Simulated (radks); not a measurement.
The numbers below are computed, except where a source is named.
Problem. Radial electron density D(r) = 4 pi r^2 rho(r) of an atom or ion with 4 electrons. Level of theory: Dirac Kohn-Sham, PBE, spin-unpolarised, spherical densities, finite nucleus; Fermi nuclear charge, rms radius of each element as measured or else 0.836 A^(1/3) + 0.57 fm (a radial shooting solver on a logarithmic mesh with Libxc functionals).

```
   r/bohr * D(r) (the largest magnitude, 68.1, reaches the edge; | marks zero)
 0.001936 |     *
 0.002165 |      *
 0.002422 |        *
 0.002731 |          *
 0.003055 |           *
 0.003417 |              *
 0.003852 |                *
 0.004309 |                   *
 0.004819 |                      *
 0.005434 |                          *
 0.006078 |                              *
 0.006853 |                                  *
 0.007665 |                                      *
 0.008573 |                                         *
 0.009666 |                                             *
  0.01081 |                                                 *
  0.01209 |                                                   *
  0.01363 |                                                     *
  0.01525 |                                                      *
  0.01706 |                                                     *
  0.01923 |                                                   *
  0.02151 |                                                *
  0.02426 |                                           *
  0.02713 |                                     *
  0.03035 |                               *
  0.03421 |                         *
  0.03827 |                   *
   0.0428 |               *
  0.04826 |           *
  0.05398 |         *
  0.06086 |         *
  0.06808 |         *
  0.07614 |         *
  0.08585 |         *
  0.09603 |         *
   0.1074 |        *
   0.1211 |      *
   0.1355 |     *
   0.1515 |   *
   0.1708 | *
   0.1911 |*
   0.2154 *
    0.241 *
   0.2695 |*
   0.3039 | *
   0.3399 |  *
   0.3802 |  *
   0.4286 |  *
   0.4794 | *
   0.5363 |*
   0.6046 |*
   0.6763 *
   0.7625 *
   0.8529 *
    0.954 *
    1.076 *
```

What is the nuclear charge?

Solution. Z = 58. The innermost maximum, from 1s, lies near gamma/Z bohr with gamma = sqrt(1 - (Z/c)^2) = 0.906, here 0.0156 bohr (found: 0.0154), and its height grows with Z. The density is that of the cerium ion Ce54+ in [He] 2s1 4d1; the configuration itself is not fixed sharply by these data, and Z only to a few units. D(r) has 3 maxima, at r = 0.0154, 0.0838, 0.380 bohr, and minima at 0.0633, 0.226 bohr, inside which lie 2.13, 3.15 electrons.
